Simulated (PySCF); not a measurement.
FH6NOSi2, SMILES N[Si@@H](O)[SiH2]F. The structure is a stationary point at r2SCAN-D4/def2-SVP. The structure was generated by enumeration; whether it is a known compound was not checked. Other conformers were not sampled.

Computed equilibrium geometry at r2SCAN-D4/def2-SVP (PySCF confirms it by a frequency run) as a Z-matrix (one conformer of several):
```
Si
O 1 1.6772
H 2 0.9678 1 113.66
N 1 1.7231 2 118.05 3 107.64
H 4 1.0158 1 121.29 2 -65.52
H 4 1.0163 5 110.55 1 -148.85
H 1 1.4880 2 107.66 3 -133.78
F 3 2.2850 2 129.49 1 14.31
Si 8 1.6525 3 93.28 2 -9.67
H 9 1.4935 8 107.74 3 122.81
H 9 1.4952 10 108.33 8 -115.56
```
